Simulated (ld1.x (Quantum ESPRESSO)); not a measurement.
**An all-electron radial function and its pseudo partner (copper (Cu))**

Columns: radius, all-electron u(r) and pseudo u(r) of the 4s shell (level -5.83 eV) of copper in the configuration [Ar] 3d9 4s2 4p0; PBEsol, scalar-relativistic, PAW scheme, ld1.x (Quantum ESPRESSO) 7.5.

| r (bohr) | all-electron | pseudo |
| --- | --- | --- |
| 0.135 | -0.1575 | -0.0106 |
| 0.270 | -0.0212 | -0.0252 |
| 0.405 | 0.2087 | -0.0473 |
| 0.540 | 0.2774 | -0.0795 |
| 0.675 | 0.2109 | -0.1228 |
| 0.810 | 0.0788 | -0.1772 |
| 0.945 | -0.0707 | -0.2408 |
| 1.080 | -0.2119 | -0.3107 |
| 1.215 | -0.3340 | -0.3829 |
| 1.350 | -0.4336 | -0.4529 |
| 1.485 | -0.5113 | -0.5164 |
| 1.620 | -0.5691 | -0.5696 |
| 1.755 | -0.6097 | -0.6097 |
| 1.890 | -0.6358 | -0.6358 |
| 2.025 | -0.6499 | -0.6499 |
| 2.160 | -0.6542 | -0.6542 |
| 2.295 | -0.6505 | -0.6505 |
| 2.430 | -0.6403 | -0.6403 |
| 2.565 | -0.6252 | -0.6252 |
| 2.700 | -0.6063 | -0.6063 |
| 2.835 | -0.5844 | -0.5844 |
| 2.970 | -0.5605 | -0.5605 |
| 3.105 | -0.5351 | -0.5351 |
| 3.240 | -0.5090 | -0.5090 |
| 3.375 | -0.4824 | -0.4824 |
| 3.510 | -0.4558 | -0.4558 |

Question: How many radial nodes do the two functions have?

Answer: The all-electron 4s function has n − l − 1 = 3 (the table is too coarse to show those close to the nucleus); the pseudo-wave has 0, since the states of the same l below it are removed with the core.

Question: At about which radius was the pseudo-wave matched?

Answer: 1.75 bohr, where the columns begin to agree (steps of 0.14 bohr).

Question: Is the pseudo-wave norm-conserving?

Answer: No, it belongs to a PAW set: the norm inside the radius is not constrained, and the difference is carried by the augmentation charge.
